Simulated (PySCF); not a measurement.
A structure optimised at PBE-D3(BJ)/def2-SVP, used in a PySCF frequency run:

```
Ge
Cl 1 2.1736
S 1 2.2343 2 106.15
H 3 1.3642 1 91.57 2 -156.67
S 1 2.2372 2 113.44 3 -116.80
H 5 1.3637 1 92.03 2 -87.25
S 1 2.2399 2 102.72 3 123.47
H 7 1.3643 1 92.47 2 -176.47
```

Question: Write its SMILES and formula.

Answer: [SH][Ge]([SH])([SH])[Cl], ClGeH3S3

Question: What are its rotational constants (standard atomic weights)?

Answer: 1.1976, 1.1485, 1.0577 GHz
